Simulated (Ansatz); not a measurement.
The cluster Zr₂S₂⁺. The state is a doublet with charge 1. Geometry B3LYP-D4/def2-SVP, basis def2-TZVP, Ansatz.

```tsv
atom	x (Å)	y (Å)	z (Å)
Zr1	0.100	-1.385	-0.010
Zr2	-0.099	1.150	-0.772
S3	1.817	0.249	0.353
S4	-1.817	-0.014	0.429
```

| run | HOMO (eV) | LUMO (eV) |
| --- | --- | --- |
| A | -8.92 | -8.01 |
| B | -9.03 | -8.60 |
| C | -9.33 | -7.66 |
| D | -9.71 | -7.27 |
| E | -9.00 | -7.85 |
| F | -11.92 | -5.01 |

In the def2 sets Zr takes a core potential; there is no spin–orbit coupling. LC-ωPBE has ω = 0.4 bohr⁻¹. HSE06 is defined as in plane-wave codes, on full-range PBE exchange. The structure comes from a short search, and lower isomers may exist.

HOMO and LUMO are taken over both spins.

Q: The runs used B97M-V, HSE06, LC-ωPBE, LDA (SPW92), PBE0, r2SCAN. Estimate which is which.

A: A B97M-V (0 % exact exchange); B LDA (SPW92) (0 % exact exchange); C HSE06 (range-separated); D PBE0 (25 % exact exchange); E r2SCAN (0 % exact exchange); F LC-ωPBE (range-separated). Exact exchange lowers occupied and raises empty levels; among semilocal functionals meta-GGAs tend to open the gap a little, and such runs are hard to tell apart. The gap grows from 0.44 eV (LDA (SPW92)) to 6.91 eV (LC-ωPBE). At LC-ωPBE/def2-TZVP the charge 1 doublet is spin-contaminated (final ⟨S²⟩ up to 0.89, 0.75 for a pure state).
